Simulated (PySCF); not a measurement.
C3H9NSi. Atoms are numbered in the order given.

```xyz
14

N      2.2975     0.3104     0.1664
Si     0.8429    -0.2652    -0.5893
C     -0.7665     0.5146    -0.0320
C     -1.4843    -0.0088     1.2001
C     -2.0642    -0.2643    -0.1580
H      2.7402     1.1540    -0.1845
H      2.4097     0.2431     1.1738
H      0.6973    -1.7256    -0.2998
H      1.0296    -0.0392    -2.0532
H     -0.8572     1.5956    -0.1961
H     -1.0442    -0.8550     1.7391
H     -1.9832     0.7169     1.8490
H     -2.9635     0.2851    -0.4508
H     -2.0211    -1.2847    -0.5535
```

The structure is a stationary point at B3LYP-D3(BJ)/def2-SVP. Other conformers were not sampled.

The numbers are results of PySCF with SMD-ωB97X/def2-SVP, not measurements.

Solvation free energies are E(SMD) − E(gas) at the gas-phase geometry, for 1 M in both phases. In vacuum the dipole moment is 1.67 D.

```csv
solvent,ΔG(solv) (kcal/mol),its non-electrostatic (CDS) part,dipole (D)
water,-0.7,3.8,2.15
2-propanol,?,?,?
toluene,-3.3,-1.2,1.87
```

Task: Some entries are withheld; supply them. (An estimate is asked for; the answer gives what the named calculation found.)

Result: 
- 2-propanol, ΔG(solv) (kcal/mol): -4.6
- 2-propanol, its non-electrostatic (CDS) part: -0.4
- 2-propanol, dipole (D): 2.12
